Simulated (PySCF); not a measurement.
BrClFH2NSi, SMILES N[Si](F)(Cl)Br. Geometry optimised at PBE-D3(BJ)/def2-SVP. This is a generated structure with no PubChem entry under its InChIKey; it may be hypothetical. The values are those of a single conformer.

Problem. Give the equilibrium geometry at PBE-D3(BJ)/def2-SVP (PySCF confirms it by a frequency run) as bond lengths and angles. (An estimate is asked for; the answer gives what the named calculation found.)

Solution. This is not unique; one that fits is 
Atoms: N1 Si2 F3 Cl4 Br5 H6 H7. Bonds (Å): N1–Si2 1.702, N1–H6 1.021, N1–H7 1.021, Si2–F3 1.632, Si2–Cl4 2.058, Si2–Br5 2.216. Angles (°): Si2–N1–H6 121.5, Si2–N1–H7 121.3, H6–N1–H7 113.5, N1–Si2–F3 115.0, N1–Si2–Cl4 108.8, N1–Si2–Br5 109.0, F3–Si2–Cl4 105.6, F3–Si2–Br5 105.9, Cl4–Si2–Br5 112.6.
Charge 0, spin multiplicity 1.
